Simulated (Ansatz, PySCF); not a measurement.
C₂H₈OSi₂, SMILES C1O[SiH2][Si@H]1C. Atoms are numbered in the order given.

```xyz
13

C      2.3406    -0.7018    -0.1137
Si     0.7541    -0.0191     0.6463
C     -0.0396     1.4921    -0.2806
O     -1.3062     0.9217    -0.7130
Si    -1.3410    -0.6807    -0.1411
H      2.6073    -1.6708     0.3386
H      3.1833    -0.0094     0.0488
H      2.2191    -0.8514    -1.1980
H      0.9383     0.2035     2.1105
H     -0.2299     2.3757     0.3537
H      0.5303     1.8335    -1.1635
H     -2.4768    -0.9310     0.7918
H     -1.4499    -1.6764    -1.2470
```

Geometry optimised at TPSSh-D3(BJ)/def2-SVP. The structure was generated by enumeration; whether it is a known compound was not checked.

Two levels are set side by side: PBE-D3(BJ)/def2-SVP (Ansatz, a first-principles code) and TPSSh-D3(BJ)/def2-SVP (PySCF). Each level has its own optimised geometry; the coordinates shown are those of the second. Frequencies come from the Hessian of PySCF at each geometry. Differences are taken from unrounded values.

```tsv
quantity	TPSSh-D3(BJ)
mean bond length (Å)	1.485
bond C1–Si2 (Å)	1.887
bond Si2–C3 (Å)	1.942
bond Si2–Si5 (Å)	2.334
bond C3–O4 (Å)	1.455
bond O4–Si5 (Å)	1.702
bond C1–H6 (Å)	1.102
bond C1–H7 (Å)	1.103
bond C1–H8 (Å)	1.101
bond Si2–H9 (Å)	1.492
bond C3–H10 (Å)	1.104
bond C3–H11 (Å)	1.105
bond Si5–H12 (Å)	1.491
bond Si5–H13 (Å)	1.492
highest harmonic wavenumber (cm⁻¹)	3130
mean harmonic wavenumber (cm⁻¹)	1256
zero-point energy (kcal/mol)	59.23
```

**Question.** What does PBE-D3(BJ) give, and how far is it from TPSSh-D3(BJ)? (The exact figures need the calculation; the answer reports its results.)

**Answer.** 
```csv
quantity,PBE-D3(BJ),PBE-D3(BJ) minus TPSSh-D3(BJ)
mean bond length (Å),1.495,0.009
bond C1–Si2 (Å),1.891,0.004
bond Si2–C3 (Å),1.950,0.008
bond Si2–Si5 (Å),2.344,0.010
bond C3–O4 (Å),1.452,-0.003
bond O4–Si5 (Å),1.717,0.015
bond C1–H6 (Å),1.109,0.007
bond C1–H7 (Å),1.109,0.007
bond C1–H8 (Å),1.108,0.007
bond Si2–H9 (Å),1.509,0.016
bond C3–H10 (Å),1.113,0.009
bond C3–H11 (Å),1.114,0.009
bond Si5–H12 (Å),1.508,0.017
bond Si5–H13 (Å),1.510,0.018
highest harmonic wavenumber (cm⁻¹),3083,-47
mean harmonic wavenumber (cm⁻¹),1214,-41
zero-point energy (kcal/mol),57.28,-1.95
```

Exact exchange shortens and stiffens bonds; PBE has none. Differences between two approximate levels are no errors against the true value.
